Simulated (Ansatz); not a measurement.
Reaction (redistribution): `CC(=O)OB(Cl)Cl` + `FB(F)[Si](F)(F)F` → `F[Si](F)(F)B(Cl)Cl` + `CC(=O)OB(F)F`

Program: Ansatz. Geometries: PBE0-D4/def2-TZVP. ΔE: electronic, gas phase. CBS: MP2 limit from def2 TZ/QZ plus the TZ coupled-cluster correction, frozen cores. Functionals use def2-TZVPP. Each species was taken in one conformer, which may not be the lowest.

`CC(=O)OB(Cl)Cl`:

```xyz
10

C    -0.023   -0.643   -1.543
C    -0.418    0.298   -0.457
O    -1.399    0.964   -0.406
O     0.560    0.359    0.516
B     0.378    0.509    1.851
Cl    1.760    1.028    2.785
Cl   -1.119    0.123    2.656
H     0.953   -0.355   -1.938
H    -0.771   -0.630   -2.331
H     0.079   -1.651   -1.134
```

`FB(F)[Si](F)(F)F`:

Cartesian coordinates in Å:
```
F -0.226 -1.822 -1.217
B 0.397 -1.095 -0.320
F 1.481 -1.592 0.230
Si -0.276 0.742 0.212
F -0.607 0.791 1.753
F 0.814 1.844 -0.083
F -1.583 1.133 -0.576
```

`F[Si](F)(F)B(Cl)Cl`:

```xyz
7

F    -1.390   -1.519   -0.233
Si   -0.287   -0.651    0.486
F     0.900   -1.617    0.872
F    -0.914   -0.104    1.827
B     0.369    0.861   -0.664
Cl   -0.267    1.110   -2.256
Cl    1.590    1.920   -0.033
```

`CC(=O)OB(F)F`:

Cartesian coordinates in Å:
```
C -0.771 0.802 -1.221
C 0.244 0.527 -0.164
O 1.298 1.063 -0.031
O -0.209 -0.429 0.714
B 0.604 -1.227 1.465
F 1.844 -1.507 1.136
F 0.081 -1.800 2.528
H -1.718 1.083 -0.755
H -0.954 -0.107 -1.798
H -0.419 1.597 -1.873
```

```json
{"level": "PBE-D4", "ΔE (eV)": "-0.11"}
{"level": "B97M-V", "ΔE (eV)": "-0.14"}
{"level": "ωB97X-V", "ΔE (eV)": "-0.09"}
{"level": "CCSD/CBS(def2)", "ΔE (eV)": "-0.14"}
```

**Question.** What does CCSD(T)/CBS give? (Estimate.)

**Answer.** Computed: -0.13 eV. The listed levels differ from it by 0.02, -0.01, 0.04, -0.01 eV.

Largest T1 diagnostic among the species: 0.014.

At CCSD(T), def2-SVP lies −0.05 eV from the extrapolated value and def2-TZVPP +0.00 eV. Leaving LDA and LC-ωPBE aside and taking each functional with its dispersion term where it has one, the values, not all of them listed here, spread over 0.08 eV, from r2SCAN0-D4 to ωB97X-V.

CCSD(T)/CBS has its own doubt, a few kJ/mol and more with outer-core shells, so smaller differences from it don't rank the levels.
